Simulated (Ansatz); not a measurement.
Ansatz (an electronic-structure program) input (B3LYP/LANL2DZ): The .json file is the Basis Set Exchange's LANL2DZ.

Ansatz 0.2 input:
```yaml
crystal:
  periodic: [false, false, false]
  atoms:
    - {symbol: C, position_ang: [-0.57953100, -0.00171300, -0.00616400]}
    - {symbol: C, position_ang: [0.67202200, 0.00198600, 0.00714800]}
    - {symbol: H, position_ang: [1.75324300, 0.00518200, 0.01864900]}
    - {symbol: H, position_ang: [-1.15674200, 0.93590400, -0.02445500]}
    - {symbol: H, position_ang: [-1.15144900, -0.94272600, -0.00009700]}
basis:
  gaussian:
    orbitals: LANL2DZ.json
hamiltonian:
  xc: {name: B3LYP}
total_charge: 1
relax: {f_tol: 0.003, max_steps: 120}
```

From the output:

```
these checks for a lower state are left out or cut short: starts, cluster_reference, orbital_swaps, neighbouring_geometries, increment
integrals: 0.00 GiB planned
341 factors; integrals over basis functions are off by at most 3.5e-4 eV
mean field: 0.06 GiB planned
mean field evaluation 32: about -2110.8327 eV, gradient 2.8e-5 eV
mean field -2110.83273614 eV, -77.5716722793 hartree, gradient 2.8e-5 eV, S^2 0.000000; 0 other end points of the search recorded, 0 dependent functions left out
the calculation of the forces begins
reference -2110.83289739 eV, -77.5716782053 hartree; 7, 7 occupied and 17, 17 virtual orbitals, 341 factors
relax step   4: F+E_penalty+E_count = -2110.83273614 eV  Δ(F+E_penalty+E_count) = -8.189e-5 eV  max|allowed force component| = 5.714e-3 eV/Å  Δτ_max = 0.0025 Å  (17 SCF iters, accepted)
these checks for a lower state are left out or cut short: starts, cluster_reference, orbital_swaps, neighbouring_geometries, increment
integrals: 0.00 GiB planned
341 factors; integrals over basis functions are off by at most 3.5e-4 eV
mean field: 0.06 GiB planned
mean field -2110.83273691 eV, -77.5716723075 hartree, gradient 2.2e-5 eV, S^2 0.000000; 0 other end points of the search recorded, 0 dependent functions left out
the calculation of the forces begins
reference -2110.83289816 eV, -77.5716782336 hartree; 7, 7 occupied and 17, 17 virtual orbitals, 341 factors
relax step   5: F+E_penalty+E_count = -2110.83273691 eV  Δ(F+E_penalty+E_count) = -7.673e-7 eV  max|allowed force component| = 1.727e-4 eV/Å  Δτ_max = 0.0002 Å  (16 SCF iters, accepted)
integrals: 0.00 GiB planned
341 factors; integrals over basis functions are off by at most 3.5e-4 eV
mean field: 0.06 GiB planned
mean field -2110.83273691 eV, -77.5716723075 hartree, gradient 2.2e-5 eV, S^2 0.000000; 1 other end points of the search recorded, 0 dependent functions left out
the calculation of the forces begins
reference -2110.83289816 eV, -77.5716782336 hartree; 7, 7 occupied and 17, 17 virtual orbitals, 341 factors
Total energy: -2110.83289816 eV, -77.5716782336 hartree
Atom 0 at    -0.585295    -0.001730    -0.006226 Å, force    -0.000159    -0.000000    -0.000002 eV/Å
Atom 1 at     0.694032     0.002051     0.007382 Å, force     0.000008     0.000000     0.000000 eV/Å
Atom 2 at     1.781712     0.005266     0.018952 Å, force     0.000038     0.000000     0.000000 eV/Å
Atom 3 at    -1.179081     0.929464    -0.024610 Å, force     0.000057    -0.000172     0.000003 eV/Å
Atom 4 at    -1.173824    -0.936418    -0.000417 Å, force     0.000056     0.000173    -0.000002 eV/Å
Dipole moment:     0.114419     0.000338     0.001217 e Å
```

The dipole moment of an ion depends on the origin.

The geometry given is a B3LYP-D3(BJ)/def2-TZVP minimum.
